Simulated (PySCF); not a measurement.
Si(Br)2 cation (Br₂Si), SMILES Br[Si]Br (connectivity only; charge and spin as stated), charge +1, multiplicity 2.

Geometry: B3LYP-D3(BJ)/def2-TZVP. The multiplicity is an assumed one; other spin states were not compared. The isomer is the one that the SMILES or the coordinates give; other isomers of the formula were not compared.

Computed with SMD-B3LYP/6-31G* (PySCF).

Solvation free energies are E(SMD) − E(gas) at the gas-phase geometry, for 1 M in both phases. Bromine has the revised SMD18 radius of 2.60 Å.

Question: Estimate the solvation free energies in water, N,N-dimethylformamide, 2-propanol. (The exact figures need the calculation; the answer reports its results.)

Answer: 
```tsv
solvent	ΔG(solv) (kcal/mol)	its non-electrostatic (CDS) part
water	-54.0	-0.8
N,N-dimethylformamide	-55.6	-3.2
2-propanol	-54.9	-3.9
```
